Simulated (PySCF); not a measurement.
**Polarisability and C₆ of Bi- (bismuth, charge -1)**

[Xe] 4f14 5d10 6s2 6p4, high-spin 3P determinant. Computed with PySCF 2.14 in aug-cc-pVDZ-PP with ECP60MDF, with scalar relativity through the core potential. Coupled (time-dependent) response in atomic units; α is the mean over directions. A double-zeta set is small for polarisabilities.

| method | mean α (bohr³) | α xx, yy, zz | C₆ (like pair) | S(−4) |
| --- | --- | --- | --- | --- |
| UHF | 108.5 | 86.23, 153.1, 86.23 | 1782 | 5140 |
| wB97X | 109.2 | 89.94, 147.7, 89.94 | 1783 | 4925 |

S(−4) is the Cauchy moment in α(ω) = α(0) + S(−4) ω² + …

Spin-orbit coupling is absent.

α(iu) at wB97X:

```json
{"u (hartree)": "0", "α(iu) (bohr³)": "109.2"}
{"u (hartree)": "0.0500", "α(iu) (bohr³)": "99.04"}
{"u (hartree)": "0.100", "α(iu) (bohr³)": "81.45"}
{"u (hartree)": "0.200", "α(iu) (bohr³)": "54.25"}
{"u (hartree)": "0.300", "α(iu) (bohr³)": "37.27"}
{"u (hartree)": "0.500", "α(iu) (bohr³)": "19.70"}
{"u (hartree)": "0.750", "α(iu) (bohr³)": "10.70"}
{"u (hartree)": "1.00", "α(iu) (bohr³)": "6.671"}
{"u (hartree)": "1.50", "α(iu) (bohr³)": "3.296"}
{"u (hartree)": "2.00", "α(iu) (bohr³)": "1.954"}
{"u (hartree)": "3.00", "α(iu) (bohr³)": "0.9147"}
{"u (hartree)": "5.00", "α(iu) (bohr³)": "0.3428"}
```

A single London oscillator, α(iu) = α/(1 + u²/ω²), gives C₆ = (3/4) ω α². Matching the computed C₆ needs ω = 4 × 1783 / (3 × 109.2²) = 0.199 hartree.

For an ion, C₆ is the dispersion term alone; charge-induced terms of lower order in 1/R come first.

The components differ because the open shell of this determinant is not spherical; for a pure term their mean is the scalar polarisability.

Energies and moments cover only the electrons outside the core potential. Spin-orbit coupling is strong in this species (close to jj coupling), so the high-spin LS determinant is a model state, not a physical level.
